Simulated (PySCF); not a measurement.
Simulated outer-valence photoelectron spectrum of `N#C[SiH2]CCl`. Method used: EOM-IP-CCSD/aug-cc-pVDZ in PySCF, restricted Hartree–Fock reference, 13 core orbitals frozen, non-relativistic, gas phase, PBE0-D3(BJ)/def2-SVP geometry.

Each root has a Gaussian of 0.4 eV full width with its one-hole share as area; cross sections and vibrations are left out, and the highest printed point is 100.

ionisation energy (eV), intensity and a bar:
```
     10.4          0 
     10.5          1 
     10.6          4 #
     10.7         11 ###
     10.8         25 #######
     10.9         39 ############
     11.0         44 #############
     11.1         37 ###########
     11.2         28 ########
     11.3         29 #########
     11.4         38 ############
     11.5         44 #############
     11.6         37 ###########
     11.7         22 #######
     11.8          9 ###
     11.9          3 #
     12.0          1 
     12.1          1 
     12.2          4 #
     12.3         13 ####
     12.4         31 #########
     12.5         56 #################
     12.6         81 ########################
     12.7         99 ##############################
     12.8        100 ##############################
     12.9         81 ########################
     13.0         50 ###############
     13.1         22 #######
     13.2          8 ##
     13.3          3 #
     13.4          5 ##
     13.5         16 #####
     13.6         35 ##########
     13.7         58 #################
     13.8         74 ######################
     13.9         73 ######################
     14.0         55 ################
     14.1         31 #########
     14.2         13 ####
     14.3          4 #
     14.4          1 
     14.5          0 
     14.6          0 
     14.7          0 
     14.8          1 
     14.9          5 #
     15.0         14 ####
     15.1         28 #########
     15.2         40 ############
     15.3         41 ############
     15.4         29 #########
     15.5         15 ####
     15.6          5 ##
     15.7          1 
     15.8          0
```

Q: Where are the maxima, and how many lines lie under the curve?

A: 5 maxima, at 11.0, 11.5, 12.8, 13.8 and 15.3 eV, from 8 lines. At this width some lines have no maximum of their own.

Q: List the lines with their holes.

A: 
```json
{"E (eV)": "10.98", "leading hole (HF orbital)": "HOMO", "area": "0.96", "Koopmans (eV)": "11.84"}
{"E (eV)": "11.50", "leading hole (HF orbital)": "HOMO-1", "area": "0.96", "Koopmans (eV)": "12.38"}
{"E (eV)": "12.57", "leading hole (HF orbital)": "HOMO-2", "area": "0.95", "Koopmans (eV)": "12.87"}
{"E (eV)": "12.78", "leading hole (HF orbital)": "HOMO-3", "area": "0.95", "Koopmans (eV)": "13.07"}
{"E (eV)": "12.85", "leading hole (HF orbital)": "HOMO-6", "area": "0.93", "Koopmans (eV)": "15.03"}
{"E (eV)": "13.76", "leading hole (HF orbital)": "HOMO-4", "area": "0.95", "Koopmans (eV)": "14.40"}
{"E (eV)": "13.93", "leading hole (HF orbital)": "HOMO-5", "area": "0.95", "Koopmans (eV)": "14.74"}
{"E (eV)": "15.25", "leading hole (HF orbital)": "HOMO-7", "area": "0.93", "Koopmans (eV)": "16.20"}
```

The widest gap, 1.32 eV, lies between 13.93 and 15.25 eV. Only orbitals with −ε under 21 eV, eight at most, were ionised, so the high end of the curve may lack lines.

The values belong to the conformer `[N:1]#[C:2][SiH2:3][CH2:4][Cl:5]`: C2–Si3–C4–Cl5 -63°.
